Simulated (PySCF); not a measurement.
A species of formula C8H14OSi has this rotational fingerprint, computed with PBE0/pcSseg-1 in PySCF (dipole) on a GFN2-xTB geometry, gas phase:

| Quantity | Value |
| --- | --- |
| Rotational constants | A = 1791, B = 620.9, C = 497.6 MHz |
| Dipole components | \|μa\| = 2.29 D, \|μb\| = 0.64 D, \|μc\| = 0.52 D |
| Inertial defect | -80.61 u·Å² |
| κ | -0.81 |

Question: Which structure is it? (One computed conformer of each.)
A. `[CH2:1]=[CH:2][CH2:3][C:4]1=[CH:5][C@H:6]([CH3:7])[SiH2:8][CH2:9][O:10]1` with C1–C2–C3–C4 119°, C2–C3–C4–C5 -109°, C4–C5–C6–C7 140°, C5–C6–Si8–C9 -36°, C6–Si8–C9–O10 54°, Si8–C9–O10–C4 -48°
B. `[CH3:1][O:2]/[CH:3]=[CH:4]\[C@H:5]([CH3:6])[C:7]1=[CH:8][SiH2:9][CH2:10]1` with C1–O2–C3–C4 176°, C3–C4–C5–C6 -134°, C4–C5–C7–C8 111°
C. `[CH2:1]=[C:2]([CH3:3])[C@@:4]1([SiH3:5])[CH2:6][C@H:7]1[C:8]([CH3:9])=[O:10]` with C1–C2–C4–Si5 79°, C6–C7–C8–C9 -159°
D. `[CH2:1]=[CH:2][CH2:3][C:4]1=[CH:5][C@H:6]([CH3:7])[SiH2:8][O:9][CH2:10]1` with C1–C2–C3–C4 122°, C2–C3–C4–C5 100°, C4–C5–C6–C7 159°, C5–C6–Si8–O9 -40°, C6–Si8–O9–C10 29°, Si8–O9–C10–C4 -1°

Answer: B. It is CO/C=C\[C@H](C)C1=C[SiH2]C1, an asymmetric top, point group C1. The candidates at the same level (rigid rotor, commonest isotopes):

```json
{"SMILES": "C=CCC1=C[C@H](C)[SiH2]CO1", "A (MHz)": "2034", "B (MHz)": "677.1", "C (MHz)": "553.1", "μa (D)": "0.94", "μb (D)": "0.11", "μc (D)": "0.64", "Δ (u·Å²)": "-81.21", "point group": "C1", "rotor": "asymmetric top"}
{"SMILES": "C=CCC1=C[C@H](C)[SiH2]OC1", "A (MHz)": "1918", "B (MHz)": "701.6", "C (MHz)": "585.4", "μa (D)": "0.43", "μb (D)": "1.35", "μc (D)": "0.42", "Δ (u·Å²)": "-120.44", "point group": "C1", "rotor": "asymmetric top"}
{"SMILES": "C=C(C)[C@@]1([SiH3])C[C@H]1C(C)=O", "A (MHz)": "1488", "B (MHz)": "918.8", "C (MHz)": "754.5", "μa (D)": "0.68", "μb (D)": "2.07", "μc (D)": "0.23", "Δ (u·Å²)": "-219.90", "point group": "C1", "rotor": "asymmetric top"}
{"SMILES": "CO/C=C\\[C@H](C)C1=C[SiH2]C1", "A (MHz)": "1791", "B (MHz)": "620.9", "C (MHz)": "497.6", "μa (D)": "2.29", "μb (D)": "0.64", "μc (D)": "0.52", "Δ (u·Å²)": "-80.61", "point group": "C1", "rotor": "asymmetric top"}
```

`C=CCC1=C[C@H](C)[SiH2]OC1` has C 18 % too high; `C=CCC1=C[C@H](C)[SiH2]CO1` has A 14 % too high; `C=C(C)[C@@]1([SiH3])C[C@H]1C(C)=O` has C 52 % too high. No structure here is proved a minimum.
